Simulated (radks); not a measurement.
Question: These are the eigenvalues of the occupied orbitals of an atom or ion with whole-number occupations (eV). Method: Dirac Kohn-Sham, PBEsol, spin-unpolarised, spherical densities, finite nucleus; Fermi nuclear charge, rms radius of each element as measured or else 0.836 A^(1/3) + 0.57 fm; computed with a radial shooting solver on a logarithmic mesh with Libxc functionals.

| orbital | eigenvalue |
|---|---|
| 1s1/2 | -10277.67 |
| 2s1/2 | -1320.210 |
| 2p1/2 | -1175.858 |
| 2p3/2 | -1148.239 |
| 3s1/2 | -205.6130 |
| 3p1/2 | -158.7776 |
| 3p3/2 | -155.0709 |
| 3d3/2 | -75.9593 |
| 3d5/2 | -75.4501 |

Which element is it, and in what charge state? The configuration may be excited. Open shells, if any, fill j = l - 1/2 first.

Answer: Z = 31, gallium, charge +4: Ga4+ in [Ar] 3d9. The list shows which subshells hold electrons but not how many an open one holds; the 1s level, -377.7 hartree, gives Z - s = 27.5 by -(Z - s)^2/2, which with screening and relativity narrows Z to a few neighbours, and the depths of the outer levels then fix element, charge and occupations together.
